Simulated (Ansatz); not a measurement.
Two isomers of CH8Si2Te: A = `C[SiH2][Te][SiH3]`, B = `[SiH3]C[SiH2][TeH]`.

Computed with Ansatz on PBE0-D4/def2-TZVP structures; ΔE is electronic, products minus reactants. CCSD(T)/CBS adds triple-zeta CCSD(T) − MP2 to the extrapolated MP2 energy (def2 sets, frozen cores). Functionals use def2-TZVPP. B3LYP here is the variant with VWN-RPA as its local correlation; programs differ in this. def2 core potentials past Kr. For Te outer-core shells are correlated without core-valence functions, which leaves a few kJ/mol of doubt a bond. One conformer a species, not always the lowest.

**Question.** Which isomer does CCSD(T)/CBS put lower? Give the gap. (Estimate.)

**Answer.** Ansatz gave: A, by 14.7 kcal/mol.

**Question.** Give E(B) − E(A) in kcal/mol with CCSD/def2-TZVPP, B3LYP, PBE-D4, CCSD(T)/def2-TZVPP, PBE0-D4, HF/def2-TZVPP, MP2/def2-TZVPP. (An estimate is asked.)

**Answer.** Ansatz gave: CCSD/def2-TZVPP 13.6, B3LYP 14.9, PBE-D4 15.3, CCSD(T)/def2-TZVPP 13.7, PBE0-D4 15.4, HF/def2-TZVPP 15.1, MP2/def2-TZVPP 15.2. None reverses the order clearly.

Largest T1 diagnostic: 0.011.
